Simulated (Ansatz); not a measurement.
# A ladder of methods for InH2F (SMILES [H][In]([H])[F])

The species is InH2F (4 atoms), meant as a singlet with charge 0. As SMILES, `[H][In]([H])[F]`. The shape comes from GFN2-xTB, which is rough for such elements, and wasn't checked as a minimum.

```xyz
4

In    0.0692    0.1173   -0.0002
H     1.7512   -0.0738    0.0136
H    -0.8914    1.5093   -0.0189
F    -0.9289   -1.5529    0.0055
```

Quantity: the energy change with the In1–H3 bond stretched from 1.691 to 2.537 Å, in eV. The values are calculated.

```
                      level                   kind  program  value (eV)  less FCI/STO-3G  CPU time (all runs)
  SVWN5/STO-3G (restricted)                    LDA   Ansatz        2.95            +0.39                1.9 s
 revPBE/STO-3G (restricted)                    GGA   Ansatz        2.69            +0.13                2.8 s
   PBE0/STO-3G (restricted)          global hybrid   Ansatz        3.02            +0.46                2.9 s
r2SCAN0/STO-3G (restricted)        hybrid meta-GGA   Ansatz        3.12            +0.56                7.1 s
RPA@PBE/STO-3G (restricted)                    RPA   Ansatz        2.62            +0.06                4.3 s
    MP2/STO-3G (restricted)    perturbation theory   Ansatz        3.07            +0.51               0.87 s
BCCD(T)/STO-3G (restricted)  coupled cluster or CI   Ansatz        2.57            +0.01                1.1 s
   CCSD/STO-3G (restricted)  coupled cluster or CI   Ansatz        2.62            +0.06               0.97 s
                 FCI/STO-3G     exact in the basis   Ansatz        2.56             0.00                 13 s
```

FCI/STO-3G is exact within its basis and frozen core, so for wave-function methods in that basis the difference is their error; functionals converge differently with the basis, so for them it is only a difference. All-electron rows without a relativistic Hamiltonian named are non-relativistic. The first shape isn't each level's own minimum. The values span 2.56 to 3.12 eV. All rows use very small basis sets, so even the best lies far from the true value. In the correlated wave-function rows the outer d shell of In is correlated, in sets not made for it. CPU times are rough (shared hosts, several kinds of processor): they show what a rung costs within a factor of a few.
